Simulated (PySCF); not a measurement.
Al (SMILES [Al]), doublet (in this run its highest filled SCF level lies above zero, so its values depend strongly on the basis, on diffuse functions most of all). Base run: M062X/STO-3G in PySCF.

PySCF was given this input:
```python
from pyscf import gto, scf, dft

mol = gto.M(
    atom='''
Al    0.000000    0.000000    0.000000
''',
    basis='sto-3g',
    charge=0,
    spin=1,
    verbose=4,
)

mf = dft.UKS(mol)
mf.xc = 'm062x'
mf.kernel()
```

The base run was repeated with changes; each row names its change, and settings that it needs were set with it.

```tsv
change	ΔE vs base (mEh)	SCF cycles	<S^2>
base	0.000	5	0.750
diis = off (with mf.max_cycle = 100)	0.000	5	0.750
DIIS = EDIIS	0.000	7	0.750
solver = newton; init_guess = 1e	0.000	-	0.750
init_guess = sap	0.000	5	0.750
diis_space = 12	0.000	5	0.750
conv_tol = 1e-4	0.000	3	0.750
conv_tol_grad = 1e-7	0.000	5	0.750
init_guess = vsap	0.000	4	0.750
init_guess = 1e	0.000	5	0.750
level_shift = 0.5 (with mf.max_cycle = 100)	0.000	6	0.750
conv_tol = 1e-7	0.000	4	0.750
conv_tol_grad = 1e-3	0.000	5	0.750
```

Open shells are given as the SCF converged; they aren't shown to be the lowest states, and a large step between rows can be another state.
